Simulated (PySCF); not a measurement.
Work out the structure from these simulated measurements.

Elements present: C, H, N, O and Si. Monoisotopic mass: 167.0074 u.

- NMR, other nuclei: isotropic shieldings of nuclei other than C and H, by class: 261 (1 N), 296 (1 O), 361 (1 Si), 391 (1 Si), 406 (2 Si) ppm [GIAO PBE0/pcSseg-1]
- Triplet: lowest triplet excitation (Tamm–Dancoff): 6.22 eV [TDA CAM-B3LYP/def2-SVPD]
- 1H NMR: chemical shifts (computed TMS as zero) by class: 5.12 (1 H), 5.09 (3 H), 4.62 (6 H), 0.29 (3 H) ppm [GIAO PBE0/pcSseg-1]
- UV, strongest line: among the 10 lowest singlet transitions: S4 at 7.54 eV (164 nm, f = 0.050) [TDDFT CAM-B3LYP/def2-SVPD]
- Dipole: 1.17 D [CAM-B3LYP/def2-SVPD]
- 13C NMR: chemical shifts (computed TMS as zero) by class: 1.5 (1 C) ppm [GIAO PBE0/pcSseg-1]
- UV, first state: lowest singlet excitation: 6.52 eV (190 nm, f = 0.001) [TDDFT CAM-B3LYP/def2-SVPD]
- Rotational structure: rotational constants A, B, C: 1.858, 0.753, 0.580 GHz [PBE0-D3(BJ)/def2-SVP]
- Polarisability: 125.2 au [CAM-B3LYP/def2-SVPD]

The electronic properties come from PySCF, for the isolated species, density fitting. Levels stand in brackets. Geometry: PBE0-D3(BJ)/def2-SVP, one conformer, isolated molecule. NMR classes are plain means over equivalent atoms (diastereotopic ones count apart unless rotation or inversion swaps them), as if these changed places fast.

Q: Which formula fits the mass and the elements?

A: CH13NOSi4 (calculated 167.0074). No other formula that holds each of these elements comes within 0.0003 u with a fitting electron parity and a possible valence count.

Q: Propose a structure and show how it fits.

A: Numbering: `[CH3:1][Si@@H:2]([O:3][SiH3:4])[N:5]([SiH3:6])[SiH3:7]`. Its formula, CH13NOSi4, gives 0 degrees of unsaturation, so no ring and no π bond. The one carbon: Si-methyl carbon [C1] (1.5 ppm). Hydrogen classes from least to most shielded: 1 H on an oxygen-bound silicon, Si2 (5.12 ppm), 3 H on an oxygen-bound silicon, Si4 (5.09 ppm), 6 H on 2 SiH3 silicons, Si6/Si7 (4.62 ppm), 3 H on an Si-methyl carbon, C1 (0.29 ppm). The other shieldings belong to: 261 ppm, nitrogen bridging silicon atoms [N5]; 296 ppm, siloxane oxygen [O3]; 361 ppm, oxygen-bound silicon [Si2]; 391 ppm, oxygen-bound silicon [Si4]; 406 ppm, SiH3 silicon [Si6/Si7]. The optimised geometry has point group C1 and is an asymmetric top. Structure: `O([SiH3])[Si@@H](N([SiH3])[SiH3])C`. Computed isomers that give other values at the same levels: `C[SiH2]O[SiH2]N([SiH3])[SiH3]` (1H chemical shifts (computed TMS as zero) by class: 5.14 (2 H), 5.13 (2 H), 4.62 (6 H), 0.47 (3 H) ppm). The assignments are read from this structure; whether some other isomer fits the data as well wasn't checked. The mirror image fits equally.

The values belong to the conformer `[CH3:1][Si@@H:2]([O:3][SiH3:4])[N:5]([SiH3:6])[SiH3:7]`: C1–Si2–O3–Si4 -12°, C1–Si2–N5–Si6 66°.
